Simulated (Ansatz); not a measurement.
Born–Oppenheimer molecular dynamics of ClGe$_{2}$H$_{7}$ (10 atoms, charge 0, multiplicity 1). It starts at the highest image of a converged band. Of that band: A structure lower than the first end lies on the path between it and the top, so the climb from that side starts below the end, which may itself be a saddle point or a shallow side well. Neighbouring images differ by up to 1.4 eV, so the band resolves the path poorly. A vibrational analysis at the climbing image gives one clearly imaginary mode, 882i cm⁻¹: a first-order saddle point.

The calculation used RKS PBE-D4/def2-mTZVP in Ansatz.

```json
{
  "ensemble": "NVE (velocity Verlet)",
  "time step": "0.5 fs",
  "steps asked": "200",
  "starting velocities drawn for": "300 K",
  "seed": "9517"
}
```

First frame:

```xyz
10
Properties=species:S:1:pos:R:3
Ge -0.005 0.178 -0.050
H 0.233 0.007 1.826
H 1.302 -0.355 -0.670
Ge -1.304 2.038 -0.930
H -2.449 1.470 -1.815
H -1.902 2.782 0.280
H -0.354 2.933 -1.747
H -0.905 -1.070 0.269
Cl 1.497 2.209 0.979
H 0.698 0.743 1.749
```

(1) How far do the bonds stretch over the last three quarters of this one trajectory? (Pairs bonded in most of those frames.)

Results:

(1) 
```
   bond  mean (Å)  spread (Å)  shortest  longest
 Ge1–H2     1.605       0.124      1.40     1.77
 Ge1–H3     1.555       0.041      1.49     1.62
Ge1–Ge4     2.466       0.011      2.44     2.48
 Ge1–H8     1.562       0.032      1.51     1.61
 Ge4–H5     1.554       0.030      1.51     1.60
 Ge4–H6     1.551       0.031      1.51     1.61
 Ge4–H7     1.555       0.033      1.50     1.61
Cl9–H10     1.336       0.094      1.19     1.49
```

Mean temperature of the second half: 1199 K. The conserved energy stayed within 0.39 meV per atom of its start (net change -0.0073 meV per atom), so the integration is sound. The kinetic energy rose, since the run started high on the potential surface and went downhill. It ends in pieces (ClH + Ge2H6), so much of that is their flight and rotation, not heat. A run of 0.1 ps of so small a system gives no equilibrium averages. The orbitals stay closed-shell, which can raise the energy where a bond breaks towards radicals; this wasn't checked here.

Run time: 4.5 min on 4 threads of Arm Neoverse V1, on a shared host, peak memory 0.18 GiB.
